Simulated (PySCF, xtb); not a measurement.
HfO3, SMILES [O]=[Hf]1[O][O]1, multiplicity 1.

Harmonic wavenumbers (cm⁻¹) from xtb 6.7.1 with GFN2-xTB at its own minimum, in rising order: 118, 135, 502, 538, 720, 906.

Problem. What does B3LYP-D3(BJ)/def2-TZVP in PySCF give at its own minimum? (The exact figures need the calculation; the answer reports its results.)

Solution. 186, 216, 571, 616, 824, 897. Paired by order, the mean absolute difference is 68 cm⁻¹ and the zero-point energies are 4.2 and 4.7 kcal/mol.
